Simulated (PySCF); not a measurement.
Kr⁺: excitation energy

Kr⁺ [Ar] 3d10 4s2 4p5 (2P) → Kr⁺ [Ar] 3d10 4s2 4p4 5s1 (4P), as a difference of total energies. All numbers are calculated (PySCF 2.14, the spin-free X2C one-electron Hamiltonian (Gaussian nucleus), in aug-cc-pVTZ-DK). Correlated levels: valence: [Ar] 3d10 frozen. The calculations carry no spin-orbit coupling.

```json
{"method": "UHF", "excitation energy (cm⁻¹)": "108180"}
{"method": "LDA", "excitation energy (cm⁻¹)": "112440"}
{"method": "PBE", "excitation energy (cm⁻¹)": "111110"}
{"method": "PBE0", "excitation energy (cm⁻¹)": "112460"}
{"method": "r2SCAN", "excitation energy (cm⁻¹)": "114820"}
{"method": "M06-2X", "excitation energy (cm⁻¹)": "112710"}
{"method": "B97-3", "excitation energy (cm⁻¹)": "114560"}
{"method": "B3LYP", "excitation energy (cm⁻¹)": "112540"}
{"method": "HSE06", "excitation energy (cm⁻¹)": "112350"}
{"method": "MP2 (valence)", "excitation energy (cm⁻¹)": "111360"}
{"method": "SCS-MP2 (valence)", "excitation energy (cm⁻¹)": "112390"}
```

Errors of the correlated levels include the incompleteness of this basis and the frozen core.

For comparison: 112590 cm⁻¹ (measured; NIST levels, between the centres of gravity of the two terms).
